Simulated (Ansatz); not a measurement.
Reaction (ligand exchange at the Si–C bond): `FC([SiH3])[SiH2]S` + `[OH][Al]([OH])[SH]` → `[OH][Al]([SH])[O][SiH3]` + `FC[SiH2]S`

Program: Ansatz. Geometries: PBE0-D4/def2-TZVP. ΔE: electronic, gas phase. CCSD(T)/CBS is the MP2 limit (def2-TZVPP, def2-QZVPP) plus CCSD(T) − MP2 in def2-TZVPP, frozen cores. This one scheme is used for every species. DFT in def2-TZVPP. One conformer a species, not always the lowest.

CCSD(T)/CBS gives -122.3 kJ/mol.

Q: Another level gave -128.6 kJ/mol. Which?
A. B2PLYP/def2-TZVPP
B. HF/def2-TZVPP
C. ωB97M-V/def2-TZVPP
D. PBE/def2-TZVPP

A: A. B2PLYP -128.6, HF/def2-TZVPP -155.1, ωB97M-V -120.0, PBE -107.7 kJ/mol.

Largest T1 diagnostic among the species: 0.012.

In def2-TZVPP, CCSD(T) changes the Hartree–Fock value by +30.8 kJ/mol (the triples alone add +4.7 kJ/mol) and MP2 by +29.2 kJ/mol. From PBE to PBE0 (25 % exact exchange), in def2-TZVPP and without D4, ΔE moves by −9.2 kJ/mol.
